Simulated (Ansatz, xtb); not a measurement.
# Isomers of C6H8S in order of energy

3 gas-phase structures of C6H8S, from a drawn sample of its isomers (lower ones may exist). Each was relaxed with GFN2-xTB:

A. `Cc1csc(C)c1`, a singlet
B. `Cc1ccc(C)s1`, a singlet
C. `Cc1cscc1C`, a singlet

Task: Which do you expect lowest at r2SCAN-D4/def2-SVP, and how would the others follow?

Result: Calculated order at r2SCAN-D4/def2-SVP: B (0.0), C (0.4), A (0.5) kcal/mol. Less than 1 kcal/mol parts B and C; C and A, so the order within those pairs means little.

Energies above the lowest of each column, in kcal/mol; the last columns are at PBE-D3(BJ)/def2-SVP geometries:

```
structure  GFN2-xTB  HF/STO-3G  r2SCAN-D4/def2-SVP  PBE-D3(BJ)/def2-SVP  CCSD(T)/def2-SVP + ΔMP2/def2-TZVPP
        B       1.2        0.0                 0.0                  0.0                                 0.7
        C       0.0        0.6                 0.4                  0.2                                 0.0
        A       0.6        0.2                 0.5                  0.4                                 0.6
```

CCSD(T)/def2-SVP + ΔMP2/def2-TZVPP has A and B and C within 1 kcal/mol of each other at the bottom, and every level picks one of them. CCSD(T)/def2-SVP + ΔMP2/def2-TZVPP orders those it was run on as C (0.0), A (0.6), B (0.7) kcal/mol. Less than 1 kcal/mol parts C and A; A and B, so the order within those pairs means little. ΔMP2 is the change of the MP2 energy from the smaller to the larger basis.

Programs: Ansatz 0.2.0, xtb 6.7.1.
